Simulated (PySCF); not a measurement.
Structure from NMR data

The spectra below were simulated for a compound C8H8FOP.

¹H NMR (400 MHz, computed): δ 8.28 (m, 1H), 8.15 (m, 1H), 7.80 (m, 1H), 7.64 (m, 1H), 7.32 (m, 1H), 6.97 (m, 1H), 6.69 (m, 1H), 6.67 (m, 1H).

¹³C{¹H} NMR (computed): δ 171.9 (C), 143.3 (CH2), 140.2 (CH), 139.3 (CH), 139.3 (CH), 130.1 (CH), 127.3 (C), 120.1 (CH).

How the numbers were obtained: shielding tensors at PBE0/pcSseg-1 (GIAO), coordinates at the GFN2-xTB level, in PySCF 2.14.0 with density-fitted response routines (non-relativistic Hamiltonian, no solvent, one computed conformer).

References, each an isolated molecule treated in the same way: ¹H (σ = 31.72 ppm) and ¹³C (σ = 186.93 ppm) against TMS.

Which candidate is it?
A. CC(=O)c1cc(C)cpc1F
B. CC(=O)c1cpc(F)cc1C
C. C=C[P@@H](=O)c1ccccc1F

Results:

C. 

8 carbon signals for 8 carbons: no two carbons are equivalent. Carbon types of the structure: 2 × C, 5 × CH, 1 × CH2, leaving 1 H on heteroatoms. δC 171.9: aromatic carbon bearing fluorine; an ipso carbon deshielded by its heteroatom. δC 143.3: terminal =CH2 carbon; the olefinic region. δC 140.2: alkene CH; the olefinic region. δC 139.3, 139.3, 130.1, 120.1: aromatic CH. δC 127.3: substituted aromatic carbon.

The others: CC(=O)c1cpc(F)cc1C would give 4 signals for carbon-bound and other non-exchanging H, not 8; CC(=O)c1cc(C)cpc1F would give 4 signals for carbon-bound and other non-exchanging H, not 8.

Splittings by ¹⁹F and ³¹P in the carbon and heteronuclear signals aren't shown, as no couplings were computed. Shifts are as computed. Against solution values, carbons near 30 ppm lie about +3 ppm off and those near 130 ppm about +5 ppm. Of 1211 compounds with measured shifts, 218 miss one by over three times the rms of a fit or turn the order of signals round; such compounds aren't used in these exercises. No couplings were computed; multiplicities are counted from neighbouring protons, with m where these are inequivalent, close in shift, in a saturated or five-membered ring or joined by F or P, and br s for small geminal =CH2 splittings.
